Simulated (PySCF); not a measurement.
Harmonic spectrum computed at PBE0 in the def2-SVP basis family (core potentials from Rb on, PySCF, no spin–orbit coupling):

```json
{"ω (cm⁻¹)": "39", "IR (km/mol, summed over degenerate members)": "36.8", "degeneracy": "2"}
{"ω (cm⁻¹)": "337", "IR (km/mol, summed over degenerate members)": "0.0", "degeneracy": "1"}
{"ω (cm⁻¹)": "500", "IR (km/mol, summed over degenerate members)": "188", "degeneracy": "1"}
```

Which molecule gave it? In each, all ligands are bound to the one heavy central atom.
A. PdCl₂ (triplet)
B. VCl₂ (quartet)
C. TcCl₂ (sextet)
D. RuCl₂ (quintet)

B. It has D∞h symmetry with V–Cl 2.195 Å (×2).
